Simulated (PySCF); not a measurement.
Correlation energy of S⁺ (sulfur, charge +1)

[Ne] 3s2 3p3, high-spin 4S determinant. Computed with PySCF 2.14 in pcseg-2 (5s4p2d1f, 34 functions), with no relativity, point nucleus. Frozen: [Ne]; 5 electrons correlated.

MP2 pair energies summed by pair of shells (mhartree):

```json
{"pair": "3s-3p", "energy": "-56.58", "share (%)": "66.1"}
{"pair": "3p-3p", "energy": "-19.54", "share (%)": "22.8"}
{"pair": "3s-3s", "energy": "-9.44", "share (%)": "11.0"}
```

Total MP2 correlation energy: -85.56 mhartree.

Same-spin part -22.82 and opposite-spin part -62.73 mhartree; SCS-MP2 scales them by 1/3 and 6/5 to -82.89 mhartree.

| level | correlation energy (mhartree) |
| --- | --- |
| CCSD | -104.76 |
| (T) | -3.07 |
| CCSD(T) | -107.83 |

Diagnostics: T1 = 0.0039, D1 = 0.0068, largest double amplitude 0.062.

Task: Is a single reference adequate?

Result: Yes: T1 lies below 0.03 and no double amplitude reaches 0.07.
